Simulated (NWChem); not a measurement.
System: Si2H5SCl; SMILES [SiH3]S[SiH2]Cl

Here is an NWChem input.

```
start job
memory heap 200 mb stack 900 mb global 1100 mb
geometry units angstroms noautoz
  Si    -0.893832     1.838994     0.095329
  S      0.976992     0.997979    -0.632399
  Si     0.887778    -0.878854     0.406237
  Cl    -0.880578    -1.902983    -0.012702
  H     -2.061066     1.359387    -0.715680
  H     -1.090947     1.467103     1.538860
  H     -0.751431     3.325670    -0.046088
  H      0.927039    -0.684859     1.892271
  H      2.053481    -1.682464    -0.080116
end
basis spherical
  Si library 6-31g*
  S library 6-31g*
  Cl library 6-31g*
  H library 6-31g*
end
dft
  xc xpbe96 cpbe96
  grid xcoarse
  iterations 150
  mulliken
end
task dft gradient
```

Excerpt of the output:

```
             Northwest Computational Chemistry Package (NWChem) 7.3.0
             --------------------------------------------------------

 C1  symmetry detected

                             Geometry "geometry" -> ""
                             -------------------------

 Output coordinates in angstroms (scale by  1.889725989 to convert to a.u.)

  No.       Tag          Charge          X              Y              Z
 ---- ---------------- ---------- -------------- -------------- --------------
    1 Si                  14.0000    -1.02527769     1.74783739     0.17265782
    2 S                   16.0000     0.96185653     1.09927367    -0.43359249
    3 Si                  14.0000     0.91246441    -0.86714897     0.42662169
    4 Cl                  17.0000    -0.72945588    -1.95965432    -0.25305681
    5 H                    1.0000    -2.07318670     1.27112258    -0.78901956
    6 H                    1.0000    -1.32941578     1.23258791     1.55213488
    7 H                    1.0000    -0.97888227     3.24728010     0.17382279
    8 H                    1.0000     0.79782602    -0.80884284     1.92025182
    9 H                    1.0000     2.17408999    -1.54604090    -0.00765748

 Effective nuclear repulsion energy (a.u.)     339.2782905501

  pbe96 is a nonlocal functional; adding pw91lda local functional.

                                 NWChem DFT Module
                                 -----------------

 Summary of "ao basis" -> "ao basis" (spherical)
 ------------------------------------------------------------------------------
       Tag                 Description            Shells   Functions and Types
 ---------------- ------------------------------  ------  ---------------------
 Si                          6-31g*                  8       18   4s3p1d
 S                           6-31g*                  8       18   4s3p1d
 Cl                          6-31g*                  8       18   4s3p1d
 H                           6-31g*                  2        2   2s

            General Information
            -------------------
          SCF calculation type: DFT
          Wavefunction type:  closed shell.
          No. of atoms     :     9
          No. of electrons :    66
           Alpha electrons :    33
            Beta electrons :    33
          Charge           :     0
          Spin multiplicity:     1
          Use of symmetry is: off; symmetry adaption is: off
          Maximum number of iterations: 150
          AO basis - number of functions:    82
                     number of shells:    42
          Convergence on energy requested:  1.00D-06
          Convergence on density requested:  1.00D-05
          Convergence on gradient requested:  5.00D-04

              XC Information
              --------------
          PerdewBurkeErnzerhof Exchange Functional  1.000
            Perdew 1991 LDA Correlation Functional  1.000 local
           PerdewBurkeErnz. Correlation Functional  1.000 non-local

             Grid Information
             ----------------
          Grid used for XC integration:  xcoarse
          Radial quadrature: Mura-Knowles
          Angular quadrature: Lebedev.
          Tag              B.-S. Rad. Rad. Pts. Rad. Cut. Ang. Pts.
          ---              ---------- --------- --------- ---------
          Si                  1.10       42          10.0       194
          S                   1.00       42           9.0       194
          Cl                  1.00       42          11.0       194
          H                   0.35       21          12.0       194
          Grid pruning is: on
          Number of quadrature shells:   273
          Spatial weights used:  Erf1

      Superposition of Atomic Density Guess
      -------------------------------------

 Sum of atomic energies:       -1437.03204141

      Non-variational initial energy
      ------------------------------

 Total energy =   -1438.102364
 1-e energy   =   -2664.882240
 2-e energy   =     887.501586
 HOMO         =      -0.317260
 LUMO         =       0.041445

     ---------------------------------------------
      Total Density - Mulliken Population Analysis
     ---------------------------------------------

    Atom       Charge   Shell Charges
 -----------   ------   -------------------------------------------------------
    1 Si  14    13.54   2.00  2.00  5.97  0.97  1.61  0.34  0.52  0.12
    2 S   16    16.58   2.00  2.00  5.98  1.32  3.17  0.55  1.55  0.02
    3 Si  14    13.23   2.00  2.00  5.97  0.93  1.44  0.31  0.42  0.16
    4 Cl  17    17.43   2.00  2.00  5.98  1.38  3.71  0.57  1.78  0.01
    5 H    1     1.05   0.47  0.58
    6 H    1     1.05   0.47  0.58
    7 H    1     1.05   0.47  0.58
    8 H    1     1.04   0.47  0.57
    9 H    1     1.04   0.47  0.58

   convergence    iter        energy       DeltaE   RMS-Dens  Diis-err
 ---------------- ----- ----------------- --------- --------- ---------
 d= 0,ls=0.0,diis     1  -1439.6505345433 -1.78D+03  1.78D-02  5.08D-01
 d= 0,ls=0.0,diis     2  -1439.6105192362  4.00D-02  1.25D-02  6.07D-01
 d= 0,ls=0.0,diis     3  -1439.7094247946 -9.89D-02  3.37D-03  4.67D-02
 d= 0,ls=0.0,diis     4  -1439.7167797009 -7.35D-03  1.05D-03  4.18D-03
 d= 0,ls=0.0,diis     5  -1439.7175447434 -7.65D-04  2.38D-04  1.52D-04
  Resetting Diis
 d= 0,ls=0.0,diis     6  -1439.7175687814 -2.40D-05  8.55D-05  2.77D-05
 d= 0,ls=0.0,diis     7  -1439.7175734522 -4.67D-06  4.50D-05  1.52D-06
 d= 0,ls=0.0,diis     8  -1439.7175730322  4.20D-07  2.79D-05  3.82D-06
 d= 0,ls=0.0,diis     9  -1439.7175737440 -7.12D-07  2.67D-06  2.46D-08

         Total DFT energy =    -1439.717573744019
      One electron energy =    -2667.227344689217
           Coulomb energy =      985.217774790282
    Exchange-Corr. energy =      -96.986294395136
 Nuclear repulsion energy =      339.278290550053

 Numeric. integr. density =       66.002056643558

                       DFT Final Molecular Orbital Analysis
                       ------------------------------------

 Vector   31  Occ=2.000000D+00  E=-2.849369D-01
              MO Center= -1.5D-01, -1.4D+00, -1.6D-01, r^2= 3.6D+00
   Bfn.  Coefficient  Atom+Function         Bfn.  Coefficient  Atom+Function
  ----- ------------  ---------------      ----- ------------  ---------------
    62      0.430173  4 Cl py                61     -0.380921  4 Cl px
    66      0.239065  4 Cl py                63      0.230244  4 Cl pz
    65     -0.207536  4 Cl px                82      0.203814  9 H  s
    26      0.172635  2 S  py                58     -0.168508  4 Cl py
    57      0.149186  4 Cl px                81      0.148588  9 H  s

 Vector   32  Occ=2.000000D+00  E=-2.788075D-01
              MO Center=  4.7D-03, -7.1D-01, -9.5D-03, r^2= 4.8D+00
   Bfn.  Coefficient  Atom+Function         Bfn.  Coefficient  Atom+Function
  ----- ------------  ---------------      ----- ------------  ---------------
    63      0.477556  4 Cl pz                67      0.257654  4 Cl pz
    26     -0.235219  2 S  py                62     -0.232237  4 Cl py
    25     -0.220484  2 S  px                80     -0.210101  8 H  s
    59     -0.186663  4 Cl pz                27      0.180160  2 S  pz
    79     -0.140086  8 H  s                 45     -0.139306  3 Si pz

 Vector   33  Occ=2.000000D+00  E=-2.402497D-01
              MO Center=  6.5D-01,  9.1D-01, -2.9D-01, r^2= 2.9D+00
   Bfn.  Coefficient  Atom+Function         Bfn.  Coefficient  Atom+Function
  ----- ------------  ---------------      ----- ------------  ---------------
    27      0.549819  2 S  pz                31      0.324793  2 S  pz
    26      0.233546  2 S  py                25      0.219026  2 S  px
    23     -0.210458  2 S  pz                74      0.162573  5 H  s
    62      0.143904  4 Cl py                30      0.137039  2 S  py
    80     -0.133251  8 H  s                 29      0.130129  2 S  px

 Vector   34  Occ=0.000000D+00  E=-4.329747D-02
              MO Center=  4.7D-02,  4.6D-01,  2.0D-01, r^2= 6.8D+00
   Bfn.  Coefficient  Atom+Function         Bfn.  Coefficient  Atom+Function
  ----- ------------  ---------------      ----- ------------  ---------------
    28      0.824188  2 S  s                 11     -0.660404  1 Si px
    47     -0.539500  3 Si px                10     -0.534854  1 Si s
    48     -0.480042  3 Si py                64     -0.468963  4 Cl s
    29     -0.372989  2 S  px                13      0.324104  1 Si pz
     7     -0.307005  1 Si px                65     -0.299508  4 Cl px

[...]

                         DFT ENERGY GRADIENTS

    atom               coordinates                        gradient
                 x          y          z           x          y          z
   1 Si     -1.937494   3.302934   0.326276    0.000862  -0.001993  -0.000504
   2 S       1.817645   2.077326  -0.819371    0.000449   0.000987  -0.000910
   3 Si      1.724308  -1.638674   0.806198   -0.001647  -0.001125   0.000140
   4 Cl     -1.378472  -3.703210  -0.478208   -0.000479   0.001463  -0.000490
   5 H      -3.917755   2.402073  -1.491031   -0.001331  -0.000271  -0.001214
   6 H      -2.512232   2.329253   2.933110   -0.000237  -0.000565   0.001540
   7 H      -1.849819   6.136470   0.328477    0.000187   0.001636  -0.000020
   8 H       1.507673  -1.528491   3.628750    0.000500   0.000231   0.001944
   9 H       4.108434  -2.921594  -0.014471    0.001696  -0.000364  -0.000486
```

Level: PBE/6-31G* (spherical d). Geometry: optimised at PBE-D3(BJ)/def2-SVP.
